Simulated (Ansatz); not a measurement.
`BCB(C)O` + H₂ → `CBO` + `BC` at 400 K and 1 bar (hydrogenolysis of a B–C bond).

Isolated molecules relaxed with PBE0-D4/def2-TZVP in Ansatz; ΔE leaves out vibrations. CBS: MP2 limit from def2 TZ/QZ plus the TZ coupled-cluster correction, frozen cores. This one scheme is used for every species. Each species was taken in one conformer, which may not be the lowest.

```csv
species,CCSD(T)/CBS energy (Eh),H − E (kJ/mol),S (J/(mol·K))
`BCB(C)O`,-205.74139,307.1,388.5
H₂,-1.17544,38.0,139.0
`CBO`,-141.08489,189.7,293.8
`BC`,-65.83255,164.9,265.6
```

H − E and S are ideal-gas, rigid-rotor, harmonic terms from PBE0-D4/def2-TZVP, for one conformer and one mirror image of each species. The MP2-based limit puts H₂ 0.8 mEh under its directly extrapolated value; such offsets cancel only in part. 1 Eh = 2625.50 kJ/mol, R = 8.31446 J/(mol·K).

Question: By hand: ΔE, ΔH, ΔS and ΔG.

Answer: ΔE = (-141.08489) + (-65.83255) − (-205.74139) − (-1.17544) = -0.00061 Eh = -1.6 kJ/mol. Δ(H − E) = 189.7 + 164.9 − 307.1 − 38.0 = 9.5, so ΔH = 7.9 kJ/mol. ΔS = 293.8 + 265.6 − 388.5 − 139.0 = 31.9 J/(mol·K). ΔG = 7.9 − 400 × (31.9)/1000 = -4.9 kJ/mol.

Question: By hand: the equilibrium constant, and the temperature at which ΔG would vanish if ΔH and ΔS stayed fixed.

Answer: log₁₀ K = −ΔG/(RT ln 10) = 0.6. ΔG = 0 at ΔH/ΔS = 248 K, though so small a ΔH makes that figure unsure.

TΔS isn't small against ΔH here. The sign of ΔG lies within the doubt. A doubt of 5 kJ/mol in ΔE shifts log₁₀ K by 0.7 here. Other conformers and mirror images would add mixing entropy, several J/(mol·K) or more a flexible species. Modes under 60 cm⁻¹, often nearly free rotors, make the harmonic entropy too high. These are equilibria of isolated gas molecules and say nothing of rates. Largest T1 diagnostic: 0.012 (customary marks: 0.02 for closed shells, 0.045 for open ones).
